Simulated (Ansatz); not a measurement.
`[OH][GeH2][I]` + NH₃ → `[NH2][GeH2][OH]` + HI at 700 K and 1 bar (ligand exchange at a Ge–I bond).

Computed with Ansatz on PBE0-D4/def2-TZVP structures; ΔE is electronic, products minus reactants. CBS: MP2 limit from def2 TZ/QZ plus the TZ coupled-cluster correction, frozen cores. This one scheme is used for every species. def2 core potentials past Kr. For Ge, I outer-core shells are correlated without core-valence functions, which leaves a few kJ/mol of doubt a bond. Scalar relativity is left out up to krypton. Each species was taken in one conformer, which may not be the lowest.

```json
{"species": "`[OH][GeH2][I]`", "CCSD(T)/CBS energy (Eh)": "-2450.58625", "H − E (kJ/mol)": "132.6", "S (J/(mol·K))": "400.9"}
{"species": "NH₃", "CCSD(T)/CBS energy (Eh)": "-56.50880", "H − E (kJ/mol)": "116.9", "S (J/(mol·K))": "226.5"}
{"species": "`[NH2][GeH2][OH]`", "CCSD(T)/CBS energy (Eh)": "-2209.02804", "H − E (kJ/mol)": "206.5", "S (J/(mol·K))": "402.6"}
{"species": "HI", "CCSD(T)/CBS energy (Eh)": "-298.03592", "H − E (kJ/mol)": "34.6", "S (J/(mol·K))": "231.7"}
```

H − E and S are ideal-gas, rigid-rotor, harmonic terms from PBE0-D4/def2-TZVP, for one conformer and one mirror image of each species. 1 Eh = 2625.50 kJ/mol, R = 8.31446 J/(mol·K).

**Question.** By hand: ΔE, ΔH, ΔS and ΔG.

**Answer.** ΔE = (-2209.02804) + (-298.03592) − (-2450.58625) − (-56.50880) = 0.03109 Eh = 81.6 kJ/mol. Δ(H − E) = 206.5 + 34.6 − 132.6 − 116.9 = -8.4, so ΔH = 73.2 kJ/mol. ΔS = 402.6 + 231.7 − 400.9 − 226.5 = 6.9 J/(mol·K). ΔG = 73.2 − 700 × (6.9)/1000 = 68.4 kJ/mol.

**Question.** By hand: the equilibrium constant, and the temperature at which ΔG would vanish if ΔH and ΔS stayed fixed.

**Answer.** log₁₀ K = −ΔG/(RT ln 10) = -5.1. ΔG = 0 at ΔH/ΔS = 10609 K, far beyond where these terms or the molecules hold.

The number of gas molecules stays the same, so ΔS is small and ΔH decides. A doubt of 5 kJ/mol in ΔE shifts log₁₀ K by 0.4 here. Other conformers and mirror images would add mixing entropy, several J/(mol·K) or more a flexible species. These are equilibria of isolated gas molecules and say nothing of rates. Largest T1 diagnostic: 0.011 (customary marks: 0.02 for closed shells, 0.045 for open ones).
